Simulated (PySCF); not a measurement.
Compound: benzocyclobutene, C8H8.
Geometry (GFN2-xTB, Å), atoms numbered from 1 in this order:
```xyz
16
C8H8 angstrom
C      2.0503    0.3276   -0.4945
C      1.9808   -0.3629    0.7051
C      0.7621   -0.7219    1.2833
C     -0.3572   -0.3438    0.5862
C     -0.2875    0.3522   -0.6207
C      0.9056    0.7074   -1.1973
C     -1.7866    0.4053   -0.7693
C     -1.8641   -0.3701    0.5766
H      3.0215    0.5785   -0.8971
H      2.8999   -0.6311    1.2068
H      0.7272   -1.2616    2.2184
H      0.9788    1.2443   -2.1320
H     -2.2156    1.4058   -0.7454
H     -2.1806   -0.1328   -1.6301
H     -2.3052   -1.3630    0.5068
H     -2.3371    0.1752    1.3918
```

The calculation used PySCF, TDDFT B3LYP/def2-SVPD, vertical, gas phase, core orbitals frozen in the response.

**Question.** Predict the UV-vis stick spectrum at this level.

**Answer.** 

| state | E (eV) | E (hartree) | f | symmetry | main configurations (H = HOMO, L = LUMO) |
| --- | --- | --- | --- | --- | --- |
| S1 | 5.29 | 0.1945 | 0.031 | A1 | H→L (71%), H-1→L+1 (29%) |
| S2 | 5.99 | 0.2202 | 0.0000 | – | H→L+1 (53%), H-1→L (46%) |
| S3 | 6.47 | 0.2377 | 0.0071 | B1 or B2 | H→L+2 (96%) |
| S4 | 6.79 | 0.2494 | 0.0020 | B1 or B2 | H→L+3 (96%) |
| S5 | 6.83 | 0.2509 | 0.0010 | – | H-1→L+2 (89%) |
| S6 | 6.84 | 0.2515 | 0.419 | B1 or B2 | H-1→L (51%), H→L+1 (43%) |
| S7 | 6.92 | 0.2545 | 0.711 | A1 | H-1→L+1 (68%), H→L (27%) |
| S8 | 6.94 | 0.2550 | 0.0001 | – | H→L+4 (95%) |

Triplets, Tamm–Dancoff:

```tsv
state	E (eV)	λ (nm)	main configurations (H = HOMO, L = LUMO)
T1	4.19	296.2	H→L+1 (50%), H-1→L (47%)
T2	4.55	272.8	H→L (94%)
T3	4.74	261.7	H-1→L (51%), H→L+1 (49%)
```

The lowest singlet comes at 234 nm (511 kJ/mol) in the ultraviolet; it is of moderate strength; its leading configuration is HOMO→LUMO (71%). The strongest level in the table is S7 at 6.92 eV (179 nm, f = 0.711). Löwdin shares by element: HOMO carbon 73% or more (atoms not listed hold the other 27%); LUMO carbon 62% or more (atoms not listed hold the other 38%). The oscillator strengths of these states sum to 1.171; summed over the whole spectrum of an exact calculation they would give the number of electrons, 56 (Thomas–Reiche–Kuhn). The listed states span 1.65 eV, and the widest gap between neighbours is 0.70 eV (S1 to S2). Of the 8 states listed, 3 reach f = 0.01 and 2 stay under 0.0005. Symmetry labels in C2v follow from the direction of the transition dipole and are given only for states with f of 0.002 or more; B1 and B2 swap with the choice of axes. The window holds the lowest 8 singlets.
